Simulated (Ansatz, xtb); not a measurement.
Isomers of B2ClHSi+ in order of energy

3 gas-phase structures of B2ClHSi+, found in a search over its isomers (lower ones may exist). Each was relaxed with GFN2-xTB:

A. a doublet given by its coordinates
B. a doublet given by its coordinates
C. the doublet with the links of `[BH]B=[Si+]Cl`

B (Å):

```xyz
5

B     0.1556    0.2388    1.0041
B     0.6067    0.5410   -0.4469
Cl   -0.2932   -0.1210    2.4791
Si    1.5648   -0.6714   -1.6520
H     0.3878    1.5785   -0.9545
```

Close contacts (Å): B1–B2 1.55, B1–Cl3 1.58, B2–Si4 1.96, B2–H5 1.18.

A (Å):

```
atom    x (Å)   y (Å)    z (Å)
   B  -0.5794  1.6569  -0.4536
   B  -0.3291  1.4400   1.0118
  Cl  -0.8485  1.8832  -2.0102
  Si  -0.0046  1.1692   2.7719
   H   0.2599  0.9429   4.1919
```

Close contacts (Å): B1–B2 1.50, B1–Cl3 1.60, B2–Si4 1.81, Si4–H5 1.46.

Make a reasoned guess at their ranking by r2SCAN-D4/def2-SVP single-point energy.

Calculated order at r2SCAN-D4/def2-SVP: B (0.0), A (81.0), C (149.6) kJ/mol.

Energies above the lowest of each column, in kJ/mol; the last columns are at PBE0-D3(BJ)/def2-SVP geometries and were run for some of them only (a dash: not run or not comparable):

```tsv
structure	GFN2-xTB	HF/STO-3G	r2SCAN-D4/def2-SVP	PBE0-D3(BJ)/def2-SVP	CCSD(T)/def2-SVP
B	14.2	0.0	0.0	0.0	0.0
A	0.0	179.6	81.0	97.0	105.1
C	5.6	220.7	149.6	–	–
```

CCSD(T)/def2-SVP puts B lowest of those it was run on; GFN2-xTB picks A. Some further structures that were screened fall inside this span and aren't listed. Flexible structures stand in one conformer each, not always the lowest. Frequencies (PBE0-D3(BJ)/def2-SVP) were run for A, B alone. Open shells are spin-unrestricted, some with notable spin contamination. Large T1 diagnostics make some coupled-cluster values less sure.

Programs: Ansatz 0.2.0, xtb 6.7.1.
